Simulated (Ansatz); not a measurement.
Gas-phase electronic energies from Ansatz, PBE0-D4/def2-TZVP geometries. CBS: MP2 limit from def2 TZ/QZ plus the TZ coupled-cluster correction, frozen cores. This one scheme is used for every species. One conformer a species, not always the lowest.

Reaction (substitution at a C–Cl bond): `FCCl` + `N[SiH2][SiH3]` → `FCN[SiH2][SiH3]` + HCl

`FCCl`:

Z-matrix (Å, degrees):
```
C
F 1 1.355
Cl 1 1.766 2 110.5
H 1 1.089 2 109.3 3 -118.4
H 1 1.089 2 109.3 3 118.4
```

`N[SiH2][SiH3]`:

Z-matrix (Å, degrees):
```
Si
Si 1 2.341
N 1 1.724 2 108.6
H 1 1.497 2 108.1 3 -126.1
H 1 1.488 2 110.7 3 117.7
H 2 1.489 1 110.3 3 173.7
H 2 1.491 1 110.1 3 54.6
H 2 1.488 1 111.4 3 -65.4
H 3 1.008 1 119.6 2 167.4
H 3 1.007 1 119.6 2 -50.6
```

`FCN[SiH2][SiH3]`:

```xyz
13

F    -0.584   -1.936    0.845
C     0.302   -1.134    1.584
N     1.119   -0.336    0.769
Si    0.503    1.050   -0.089
Si   -1.082    0.546   -1.746
H     0.895   -1.824    2.190
H    -0.323   -0.509    2.227
H     1.877   -0.844    0.338
H     1.684    1.717   -0.699
H    -0.113    1.950    0.926
H    -1.421    1.774   -2.520
H    -2.327    0.011   -1.136
H    -0.531   -0.466   -2.688
```

HCl:

Cartesian coordinates in Å:
```
Cl -0.240 0.216 -0.552
H 0.240 -0.216 0.552
```

| species | CCSD(T)/CBS(def2) energy (Eh) |
| --- | --- |
| `FCCl` | -598.81139 |
| `N[SiH2][SiH3]` | -637.08297 |
| `FCN[SiH2][SiH3]` | -775.52274 |
| HCl | -460.38127 |

Question: Work out ΔE.

Answer: ΔE = (-775.52274) + (-460.38127) − (-598.81139) − (-637.08297) = -0.00965 Eh = -25.3 kJ/mol.

Largest T1 diagnostic among the species: 0.012.

In def2-TZVPP, CCSD(T) changes the Hartree–Fock value by −7.3 kJ/mol (the triples alone add −0.3 kJ/mol) and MP2 by −5.9 kJ/mol. The D4 term adds −6.0 kJ/mol with B3LYP and −3.7 kJ/mol with PBE0; it sums over pairs of atoms, weighted by their polarisabilities, and B3LYP, whose exchange is more repulsive, gets the larger term.

B3LYP here is the variant with VWN-RPA as its local correlation; programs differ in this.
